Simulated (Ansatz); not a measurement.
One geometry of Ta₄⁻, several levels of theory.

```yaml
crystal:
  periodic: [false, false, false]
  atoms:
    - {symbol: Ta, position_ang: [-1.513458, -0.318579, -0.082997]}
    - {symbol: Ta, position_ang: [0.692581, -1.075226, 0.873588]}
    - {symbol: Ta, position_ang: [0.198883, 1.424981, 0.668611]}
    - {symbol: Ta, position_ang: [0.621993, -0.031177, -1.459202]}
basis:
  gaussian: {orbitals: def2-TZVPD, initial_orbitals: start.molden}
total_charge: -1
magnetization: {spin_polarized: true, initial_magnetization: 1}
hamiltonian: {xc: pbe0, dispersion: d4}
scf: {omitted_lower_state_checks: [starts]}
output: {forces: true, orbitals: {seedname: orbitals}}
```

The file start.molden holds the orbitals of an earlier run on this structure, at another level or in another basis.

```sh
$ ansatz run in.yaml --threads 2 --pin off --events-out ev --progress --plain --max-ram 4352MiB
```

Shortened log:

```
Functional definition: PBE0
1524 factors; integrals over basis functions are off by at most 3.9e-4 eV
mean field evaluation 1: about -6198.7611 eV, gradient 4.7e1 eV
mean field evaluation 2: about -6199.4817 eV, gradient 1.2e0 eV
mean field evaluation 4: about -6199.7044 eV, gradient 5.2e-1 eV
mean field evaluation 8: about -6199.7073 eV, gradient 5.6e-4 eV
mean field -6199.70727323 eV, -227.8350399788 hartree, gradient 7.0e-6 eV, S^2 1.463555; 0 other end points of the search recorded, 0 dependent functions left out
reference -6199.70729981 eV, -227.8350409556 hartree; 27, 26 occupied and 145, 146 virtual orbitals, 1524 factors
Total energy: -6199.88832906 eV, -227.8416936578 hartree
Atom 0 at    -1.513458    -0.318579    -0.082997 Å, force     0.155962     0.026649     0.013034 eV/Å
Atom 1 at     0.692581    -1.075226     0.873588 Å, force    -0.077543     0.106581    -0.088497 eV/Å
Atom 2 at     0.198883     1.424981     0.668611 Å, force    -0.005461    -0.183327    -0.132835 eV/Å
Atom 3 at     0.621993    -0.031177    -1.459202 Å, force    -0.072958     0.050097     0.208298 eV/Å
Dipole moment:     0.073343     0.124546    -0.070627 e Å
Checks for a lower state left out: starts
```

It took 30 s on 2 threads of Arm Neoverse V2 on a shared host, peak host memory 0.7 GiB.

The first input with `gaussian: {orbitals: def2-SVPD, initial_orbitals: start.molden}`, `hamiltonian: {xc: pbe, dispersion: d4}`, `output: {orbitals: {seedname: orbitals}}` (abridged; 28 s):

```
Functional definition: PBE
mean field evaluation 16: about -6205.5904 eV, gradient 4.3e-5 eV
mean field -6205.59039550 eV, -228.0512407344 hartree, gradient 2.6e-6 eV, S^2 0.805446
Total energy: -6205.80222535 eV, -228.0590253379 hartree
Checks for a lower state left out: starts
```

The first input with `hamiltonian: {xc: {name: B2PLYP}}` and without the key `output` (abridged; 51 s):

```
Functional definition: B2PLYP
mean field evaluation 16: about -6172.2389 eV, gradient 5.6e-3 eV
mean field -6172.23895312 eV, -226.8255978334 hartree, gradient 3.6e-6 eV, S^2 2.882301
second order -60.71101911 eV of doubles, -0.00000000 eV of singles
Total energy: -6188.63104132 eV, -227.4279959636 hartree
Checks for a lower state left out: starts
```

As the first input, with `hamiltonian: {xc: {name: CAM-B3LYP}, dispersion: d4}`, `output: {orbitals: {seedname: orbitals}}` (abridged; 52 s):

```
Functional definition: CAM-B3LYP
mean field -6192.81248516 eV, -227.5816611904 hartree, gradient 1.0e-5 eV, S^2 1.804334
Total energy: -6193.01407322 eV, -227.5890694152 hartree
Checks for a lower state left out: starts
```

As the first input, with `correlation: {method: mp2}`, `output: {orbitals: {seedname: orbitals}}` and without the key `hamiltonian` (abridged; 20 s):

```
Functional definition: HF
mean field evaluation 16: about -6129.2062 eV, gradient 3.3e-1 eV
mean field -6129.21820663 eV, -225.2446145604 hartree, gradient 2.9e-6 eV, S^2 5.987789
second order -37.85319357 eV of doubles, -0.00000000 eV of singles
Total energy: -6167.07140020 eV, -226.6356937664 hartree
Checks for a lower state left out: starts
```

First input, but with `hamiltonian: {xc: pbe, dispersion: d4}`, `output: {orbitals: {seedname: orbitals}}` (abridged; 33 s):

```
Functional definition: PBE
mean field evaluation 16: about -6206.5709 eV, gradient 6.4e-5 eV
mean field -6206.57094987 eV, -228.0872754428 hartree, gradient 2.1e-6 eV, S^2 0.812319
Total energy: -6206.78278488 eV, -228.0950602360 hartree
Checks for a lower state left out: starts
```

First input, but with `hamiltonian: {xc: pbe}`, `correlation: {method: rpa}` and without the key `output` (abridged; 26 s):

```
Functional definition: PBE
mean field -6206.57094119 eV, -228.0872751237 hartree, gradient 3.6e-6 eV, S^2 0.812319
Total energy: -6181.33529710 eV, -227.1598823089 hartree
Checks for a lower state left out: starts
```

Geometry: PBE0-D4/def2-SVPD.

In the def2 sets Ta takes a core potential; there is no spin–orbit coupling. Correlated methods freeze no core orbitals; core or outer-core shells of Ta are correlated, in sets that lack core-valence functions. At PBE0-D4/def2-TZVPD, B2PLYP/def2-TZVPD, CAM-B3LYP-D4/def2-TZVPD, MP2/def2-TZVPD the charge -1 doublet is spin-contaminated (final ⟨S²⟩ up to 5.99, 0.75 for a pure state). At PBE0-D4/def2-TZVPD, PBE-D4/def2-SVPD, PBE-D4/def2-TZVPD the highest occupied level of the charge -1 doublet lies above zero (up to 0.96 eV). It is a level of α spin, whose loss leaves a singlet; that state wasn't run at this geometry and level. The electron is either unbound and held by the finite basis, or the level is raised by self-interaction error. The geometry of the doublet was relaxed on an unsound state (⟨S²⟩ 1.38, where a pure state has 0.75). The structure comes from a short search, and lower isomers may exist.
